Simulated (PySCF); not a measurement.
CHS2, SMILES S=C=[SH+], charge +1.

Geometry optimised at B3LYP-D3(BJ)/def2-TZVP. The isomer is the one that the SMILES or the coordinates give; other isomers of the formula were not compared.

Computed with CAM-B3LYP/def2-TZVPD (PySCF).

Symmetry labels are those of the subgroup Cs that the program uses (full group Cs).

### Question
List the valence orbital energies around the gap with their symmetry. (An estimate is asked for; the answer gives what the named calculation found.)

### Answer

| orbital | symmetry | energy (eV) |
|---|---|---|
| HOMO−7 | A' | -32.62 |
| HOMO−6 | A' | -30.41 |
| HOMO−5 | A' | -23.34 |
| HOMO−4 | A' | -20.94 |
| HOMO−3 | A' | -19.76 |
| HOMO−2 | A" | -19.03 |
| HOMO−1 | A' | -17.44 |
| HOMO | A" | -15.63 |
| LUMO | A' | -8.13 |
| LUMO+1 | A" | -7.34 |
| LUMO+2 | A' | -4.69 |
| LUMO+3 | A' | -4.20 |
